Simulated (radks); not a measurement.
Values are calculated unless marked as measured or tabulated.
The oxygen anion O-, [He] 2s2 2p5, held by a Watson sphere: a shell of charge +1 at radius R that stands for the Madelung well of a crystal (potential energy -1/R inside, -1/r outside, in hartree with lengths in bohr). Code: a radial shooting solver on a logarithmic mesh with Libxc functionals. Model: non-relativistic Kohn-Sham, PBE, spin-polarised, spherical densities, point nucleus; open shells are filled with parallel spins first. Response by self-consistent Sternheimer equations with the Hartree and adiabatic LDA kernel. The sphere does not respond.

R (bohr),e(2s down) (eV),e(2p up) (eV),e(2p down) (eV),<r> 2p (bohr),sum of <r^2> (bohr^2),X-ray form factor at sin(theta)/lambda = 0.2 1/angstrom,alpha (bohr^3)
1.77,-22.484,-9.127,-7.835,1.390,15.82,5.927,9.098
2.09,-21.532,-8.317,-7.048,1.435,16.74,5.851,10.98
3.03,-19.412,-6.367,-5.120,1.535,18.84,5.742,17.90
3.07,-19.340,-6.299,-5.052,1.539,18.91,5.740,18.23
3.12,-19.252,-6.215,-4.967,1.543,19.00,5.737,18.66
3.44,-18.734,-5.715,-4.466,1.569,19.55,5.723,21.49
3.57,-18.543,-5.530,-4.279,1.579,19.76,5.719,22.70
3.81,-18.216,-5.211,-3.957,1.596,20.12,5.713,25.03
3.95,-18.039,-5.038,-3.782,1.606,20.32,5.710,26.45
